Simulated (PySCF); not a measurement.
Positional isomers: propene ethynyl. Gas-phase values, no solvent. One relaxed conformer stands for each flexible species; it need not be the lowest. Strings in code marks are SMILES.

Calculation: B3LYP-D3(BJ)/def2-TZVP // PBE0-D3(BJ)/def2-TZVP (PySCF 2.14.0). B3LYP has the VWN-RPA correlation part, as in Gaussian. Excitations are Tamm–Dancoff values on a coarser integration grid. The basis has no diffuse functions, so Rydberg states are missing or too high.

```json
[
 {"species": "`C(/C=C/C)#C`", "T1 excitation (TDA) (eV)": "3.47", "HOMO–LUMO gap (eV)": "5.72"},
 {"species": "`C#C/C=C\\C`", "T1 excitation (TDA) (eV)": "3.48", "HOMO–LUMO gap (eV)": "5.74"},
 {"species": "`C#CCC=C`", "T1 excitation (TDA) (eV)": "___", "HOMO–LUMO gap (eV)": "7.20"}
]
```

### Question
What belongs in the gaps?

### Answer

- `C#CCC=C`, T1 excitation (TDA) (eV): 4.52
